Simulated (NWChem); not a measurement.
# CH6InNO; SMILES [NH2][In]([OH])[CH3]

```xyz
10

In     0.0135    -0.0139    -0.0119
C      0.1925    -2.1556     0.0304
H     -0.2189    -2.5793    -0.8968
H     -0.3686    -2.5609     0.8843
H      1.2479    -2.4461     0.1214
O     -1.7453     0.9600     0.0202
H     -2.5068     0.3724     0.0582
N      1.4781     1.3780     0.0716
H      1.2314     2.3346    -0.1635
H      2.4127     1.1700    -0.2635
```
Atoms are numbered in this order, from 1.

Results from NWChem. Geometry: optimised at PBE0/def2-SVP. Not confirmed as a minimum by frequencies. def2 effective core potentials on In; no spin-orbit coupling. Ions are spin-unrestricted doublets at the neutral geometry; other ion states weren't tried.

For level PBE0/def2-SVP:

| Property | Result |
|---|---|
| vertical ionisation energy, ΔSCF (eV) | 8.81 |
| −ε(HOMO) (eV) | 6.63 |

Q: Estimate the same quantities for level PBE/def2-SVP.

A: 
- vertical ionisation energy, ΔSCF (eV): 8.51
- −ε(HOMO) (eV): 5.20
